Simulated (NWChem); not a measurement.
The numbers come from NWChem runs, not from measurements. System: ClGa, charge 0, spin multiplicity 1, displaced from the optimised geometry. The structure started from a generated list of species. Level: CCSD(T)/def2-SVP, 14 core orbitals frozen, spin-restricted.

The NWChem input:

```
start mol
memory heap 100 mb stack 700 mb global 1900 mb
geometry units angstroms nocenter noautoz noautosym
  Ga     0.000000     0.000000    -0.790946
  Cl     0.000000     0.000000     3.675572
end
basis spherical
  * library def2-svp
end
scf
  rhf
  nopen 0
  maxiter 100
  thresh 1e-7
  semidirect memsize 60000000 filesize 0
end
ccsd
  freeze core 14
  maxiter 60
end
task ccsd(t) energy
```

Output (cleaned and shortened):

```
             Northwest Computational Chemistry Package (NWChem) 7.3.0
             --------------------------------------------------------

                                NWChem Input Module
                                -------------------

 Scaling coordinates for geometry "geometry" by  1.889725989
 (inverse scale =  0.529177249)

                             Geometry "geometry" -> ""
                             -------------------------

 Output coordinates in angstroms (scale by  1.889725989 to convert to a.u.)

  No.       Tag          Charge          X              Y              Z
 ---- ---------------- ---------- -------------- -------------- --------------
    1 Ga                  31.0000     0.00000000     0.00000000    -0.79094600
    2 Cl                  17.0000     0.00000000     0.00000000     3.67557200

 Effective nuclear repulsion energy (a.u.)      62.4370953443

            Nuclear Dipole moment (a.u.)
            ----------------------------
        X                 Y               Z
 ---------------- ---------------- ----------------
     0.0000000000     0.0000000000    71.7441992674


 Summary of "ao basis" -> "" (spherical)
 ------------------------------------------------------------------------------
       Tag                 Description            Shells   Functions and Types
 ---------------- ------------------------------  ------  ---------------------
 *                          def2-svp                  on all atoms

 Summary of "ao basis" -> "ao basis" (spherical)
 ------------------------------------------------------------------------------
       Tag                 Description            Shells   Functions and Types
 ---------------- ------------------------------  ------  ---------------------
 Ga                         def2-svp                12       32   5s4p3d
 Cl                         def2-svp                 8       18   4s3p1d

                                 NWChem SCF Module
                                 -----------------

  ao basis        = "ao basis"
  functions       =    50
  atoms           =     2
[...]
task       179 out of       210 done  85%  at       0.6 secs
task       189 out of       210 done  90%  at       0.6 secs
task       200 out of       210 done  95%  at       0.6 secs
task       210 out of       210 done 100%  at       0.6 secs
 commencing triples evaluation - blocking       1
 ccsd(t): done        1 out of       26 progress:    3.8%
 ccsd(t): done        2 out of       26 progress:    7.7%
 ccsd(t): done        3 out of       26 progress:   11.5%
 ccsd(t): done        4 out of       26 progress:   15.4%
 ccsd(t): done        5 out of       26 progress:   19.2%
 ccsd(t): done        6 out of       26 progress:   23.1%
 ccsd(t): done        7 out of       26 progress:   26.9%
 ccsd(t): done        8 out of       26 progress:   30.8%
 ccsd(t): done        9 out of       26 progress:   34.6%
 ccsd(t): done       10 out of       26 progress:   38.5%
 ccsd(t): done       11 out of       26 progress:   42.3%
 ccsd(t): done       12 out of       26 progress:   46.2%
 ccsd(t): done       13 out of       26 progress:   50.0%
 ccsd(t): done       14 out of       26 progress:   53.8%
 ccsd(t): done       15 out of       26 progress:   57.7%
 ccsd(t): done       16 out of       26 progress:   61.5%
 ccsd(t): done       17 out of       26 progress:   65.4%
 ccsd(t): done       18 out of       26 progress:   69.2%
 ccsd(t): done       19 out of       26 progress:   73.1%
 ccsd(t): done       20 out of       26 progress:   76.9%
 ccsd(t): done       21 out of       26 progress:   80.8%
 ccsd(t): done       22 out of       26 progress:   84.6%
 ccsd(t): done       23 out of       26 progress:   88.5%
 ccsd(t): done       24 out of       26 progress:   92.3%
 ccsd(t): done       25 out of       26 progress:   96.2%
 ccsd(t): done       26 out of       26 progress:  100.0%
 Time for integral evaluation pass     1        0.63
 Time for triples evaluation pass      1        0.22

 pseudo-e(mp4)  -0.17762455523960E-01
 pseudo-e(mp5)   0.25346471863576E-02
        e(t)    -0.15227808337602E-01

 --------------
 CCSD(T) Energy
 --------------
 Reference energy:                   -2382.279173708547660

 CCSD corr. energy:                     -0.320568783600792
 T(CCSD) corr. energy:                  -0.017762455523960
 Total CCSD+T(CCSD) energy:          -2382.617504947672387

 CCSD corr. energy:                     -0.320568783600792
 (T) corr. energy:                      -0.015227808337602
 Total CCSD(T) energy:               -2382.614970300486220

 routine      calls  cpu(0)   cpu-min  cpu-ave  cpu-max   i/o
 aoccsd          1     0.00     0.00     0.00     0.00    0.00
 iterdrv         1     0.01     0.01     0.01     0.01    0.00
 pampt          29     0.06     0.06     0.06     0.06    0.00
 t2pm           29     0.13     0.13     0.13     0.13    0.00
 sxy            29     0.18     0.18     0.18     0.18    0.00
 ints      1053164    13.72    13.72    13.72    13.72    0.00
 t2eri        6090     2.64     2.64     2.64     2.64    0.00
 idx2         6090     0.44     0.44     0.44     0.44    0.00
 idx34          29     0.06     0.06     0.06     0.06    0.00
 ht2pm          29     0.15     0.15     0.15     0.15    0.00
 itm            29     0.42     0.42     0.42     0.42    0.00
 pdiis          29     0.01     0.01     0.01     0.01    0.00
 triples         1     0.00     0.00     0.00     0.00    0.00
 rdtrpo          1     0.00     0.00     0.00     0.00    0.00
 trpmos          1     0.63     0.63     0.63     0.63    0.00
 trpdrv          1     0.04     0.04     0.04     0.04    0.00
 dovvv       28600     0.06     0.06     0.06     0.06    0.00
 doooo       28600     0.04     0.04     0.04     0.04    0.00
 tengy       26000     0.07     0.07     0.07     0.07    0.00
 Total                18.66    18.66    18.66    18.66    0.00

 Task  times  cpu:       20.2s     wall:       20.2s

 Total times  cpu:       20.3s     wall:       20.3s
```
